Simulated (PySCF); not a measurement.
Can point charges reproduce the dipole moment of `COP1(=O)OCCO1`?

Coordinates (PBE0-D3(BJ)/def2-SVP, Å) and charges (e) from the PBE0/pcSseg-1 density (PySCF):

| atom | x | y | z | Mulliken | IAO | Hirshfeld | ESP-fitted |
| --- | --- | --- | --- | --- | --- | --- | --- |
| C1 | 2.740 | 0.144 | 0.152 | -0.0424 | -0.2039 | -0.0269 | -0.2021 |
| O2 | 1.381 | 0.170 | 0.567 | -0.5882 | -0.6112 | -0.1749 | -0.3587 |
| P3 | 0.199 | 0.340 | -0.499 | +1.3675 | +1.9673 | +0.5488 | +1.2409 |
| O4 | 0.627 | 0.802 | -1.826 | -0.5747 | -0.8681 | -0.3750 | -0.6246 |
| O5 | -0.880 | 1.201 | 0.351 | -0.5766 | -0.6070 | -0.1783 | -0.4389 |
| C6 | -2.077 | 0.472 | 0.566 | +0.0322 | -0.0689 | +0.0101 | +0.0028 |
| C7 | -1.673 | -1.000 | 0.495 | +0.0198 | -0.0703 | +0.0075 | +0.0132 |
| O8 | -0.640 | -1.052 | -0.474 | -0.5744 | -0.6104 | -0.1819 | -0.4318 |
| H9 | 2.865 | 0.681 | -0.799 | +0.1388 | +0.1585 | +0.0472 | +0.1317 |
| H10 | 3.077 | -0.897 | 0.029 | +0.1203 | +0.1458 | +0.0496 | +0.1241 |
| H11 | 3.335 | 0.628 | 0.938 | +0.1281 | +0.1579 | +0.0546 | +0.1355 |
| H12 | -2.809 | 0.727 | -0.219 | +0.1353 | +0.1452 | +0.0502 | +0.1024 |
| H13 | -2.492 | 0.749 | 1.545 | +0.1401 | +0.1611 | +0.0606 | +0.1103 |
| H14 | -1.289 | -1.357 | 1.466 | +0.1321 | +0.1415 | +0.0466 | +0.0836 |
| H15 | -2.497 | -1.651 | 0.172 | +0.1420 | +0.1626 | +0.0615 | +0.1115 |

**Question.** Form Σ q r in debye for every column and set it beside the full dipole.

**Answer.** The full density gives (-1.41, -1.58, 3.17) D, 3.81 D in size; dipole vectors point from the negative to the positive end.

```
    scheme     μx     μy    μz  size (D)  share of the full size (%)  angle to the full dipole (°)
  Mulliken  -1.45  -1.63  2.61      3.40                          89                             6
       IAO  -1.63  -1.77  3.40      4.16                         109                             2
 Hirshfeld  -1.14  -1.13  2.49      2.96                          78                             2
ESP-fitted  -1.43  -1.59  3.18      3.83                         101                             0
```

**Question.** Which set comes closest?

**Answer.** Length of the difference vector: ESP-fitted 0.02 D, IAO 0.37 D, Mulliken 0.56 D, Hirshfeld 0.86 D. Closest: ESP-fitted. ESP charges are fitted to the potential around the molecule, whose slowest-falling term is the dipole's. 

**Question.** What is left for the Hirshfeld atoms' own dipoles?

**Answer.** The Hirshfeld atoms' densities add up to the full density, so μ = Σ q r + Σ (atomic dipoles). The atomic dipoles sum to (-1.41, -1.58, 3.17) − (-1.14, -1.13, 2.49) = (-0.27, -0.45, 0.68) D, 0.86 D in size.

**Question.** With the origin at the mean of the coordinates, (-0.009, -0.003, 0.164) Å, which are the largest single terms, by size, of the Hirshfeld dipole along the direction of the full one?

**Answer.** O4 +4.01, P3 -2.03, H13 +0.51, H9 -0.49, H15 +0.48 D; all 15 atoms together +2.95 D. The single terms depend on the origin, their sum doesn't.

**Question.** Give the size of the full dipole in other units.

**Answer.** 3.81 D = 1.499 au = 0.793 e·Å = 12.71 × 10⁻³⁰ C·m.

Geometry: PBE0-D3(BJ)/def2-SVP, one conformer, isolated molecule.
